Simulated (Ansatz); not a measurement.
Consider the redistribution: `COB(O)F` + `[OH][In]([Cl])[Cl]` → `COB(O)O` + `[F][In]([Cl])[Cl]`.

Calculated with Ansatz (gas phase, PBE0-D4/def2-TZVP geometries, no zero-point term in ΔE). CCSD(T)/CBS adds triple-zeta CCSD(T) − MP2 to the extrapolated MP2 energy (def2 sets, frozen cores). DFT in def2-TZVPP. Elements past krypton have def2 core potentials. For In outer-core shells are correlated without core-valence functions, which leaves a few kJ/mol of doubt a bond. Each species was taken in one conformer, which may not be the lowest.

`COB(O)F`:

```xyz
9

C    -0.194    1.185    0.644
O    -0.899    0.103    0.068
B    -0.271   -0.938   -0.505
O     1.085   -1.031   -0.573
F    -1.032   -1.908   -1.021
H    -0.479    2.105    0.131
H     0.887    1.049    0.571
H    -0.477    1.268    1.695
H     1.379   -1.833   -1.010
```

`[OH][In]([Cl])[Cl]`:

Cartesian coordinates in Å:
```
O -0.443 -0.345 -1.468
In 0.233 -0.106 0.357
Cl -0.424 1.733 1.585
Cl 1.669 -1.650 1.251
H -1.035 0.368 -1.725
```

`COB(O)O`:

Z-matrix (Å, degrees):
```
C
O 1 1.413
H 1 1.090 2 107.6
H 1 1.093 2 111.2 3 119.5
H 1 1.093 2 111.2 3 -119.5
B 2 1.361 1 120.2 3 -180.0
O 6 1.366 2 120.6 1 0.0
O 6 1.368 2 119.6 1 -180.0
H 7 0.959 6 111.8 2 180.0
H 8 0.960 6 111.8 2 0.0
```

`[F][In]([Cl])[Cl]`:

Cartesian coordinates in Å:
```
F 1.773 -0.340 -0.799
In 0.043 -0.008 -0.019
Cl -0.220 1.908 1.197
Cl -1.596 -1.560 -0.379
```

| level | ΔE (eV) |
| --- | --- |
| revPBE-D4 | -0.10 |
| B97M-V | -0.09 |
| ωB97X-V | -0.10 |
| PBE | -0.07 |

**Question.** What does CCSD(T)/CBS give? (Estimate.)

**Answer.** Ansatz gave: -0.05 eV. The listed levels differ from it by -0.05, -0.04, -0.05, -0.02 eV.

Largest T1 diagnostic among the species: 0.014.

At CCSD(T), def2-SVP lies −0.10 eV from the extrapolated value and def2-TZVPP +0.02 eV. Leaving LDA and LC-ωPBE aside and taking each functional with its dispersion term where it has one, the values, not all of them listed here, spread over 0.04 eV, from ωB97X-V to B2PLYP. LDA lies +0.03 eV from PBE without D4. In def2-TZVPP, CCSD(T) changes the Hartree–Fock value by +0.08 eV (the triples alone add +0.01 eV) and MP2 by +0.10 eV.
